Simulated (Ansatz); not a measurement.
Harmonic frequencies (cm⁻¹) at PBE0-D4/def2-TZVP from Ansatz: 67, 114, 133, 150, 173, 191, 252, 340, 429, 465, 508, 596, 683, 710, 734, 814, 874, 1088, 1102, 1144, 1154, 1408, 1459, 1488, 1515, 2234, 2412, 2431, 2704, 3015, 3080, 3114, 3610.

Each molecule was computed in one conformer, which needn't be the lowest.

Problem. Which molecule is it?
A. `N[SiH2]C[SiH3]`
B. `[CH3][AlH][SiH2]C`
C. `CN[SiH](P)S`
D. `C[SiH2]NPS`

Solution. C.
